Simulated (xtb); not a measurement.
A run for xtb: GFN1-xTB on C2H5FO2 (a complex), monomers drawn apart or pushed together.

```
$ xtb mol.xyz --gfn 1 --sp --chrg 0 --uhf 0
10

C      0.21351775    -0.16382201     0.47183912
F      0.64902935    -1.24725251     1.26612368
H     -0.54645090    -0.54101360    -0.21009106
H     -0.19081087     0.59437511     1.13834234
H      1.07625775     0.20849371    -0.07768059
O     -0.48921137     0.91457606     3.33264020
C     -0.15281474     0.08672838     4.13769245
O      0.41201896    -1.08648297     3.85989900
H     -0.27296243     0.19997247     5.22311864
H      0.51312536    -1.17489805     2.88845167
```

Task: Give the final energy of this run.

Result: -21.4667 hartree.
